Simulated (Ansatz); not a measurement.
A structure relaxed at PBE0-D4/def2-TZVP, charge 0, multiplicity 1:

```tsv
atom	x (Å)	y (Å)	z (Å)
F1	-0.8473	0.9207	1.4010
Ta2	-0.0344	-0.0483	0.0171
F3	-1.0648	-1.4933	0.5297
F4	0.6897	-1.1415	-1.3227
Cl5	-0.7693	1.4462	-1.5291
Cl6	2.0260	0.3162	0.9039
```

**Question.** Give its formula and SMILES.

**Answer.** Cl2F3Ta, `[F][Ta]([F])([F])([Cl])[Cl]`.

**Question.** Point group (tolerance 0.08 Å, 0.16 Å for H)?

**Answer.** C2v.

**Question.** Summarise the bond lengths by kind.

**Answer.** 3 × F–Ta 1.847 to 1.875 Å; 2 × Cl–Ta 2.273 Å.

All numbers were calculated with Ansatz.
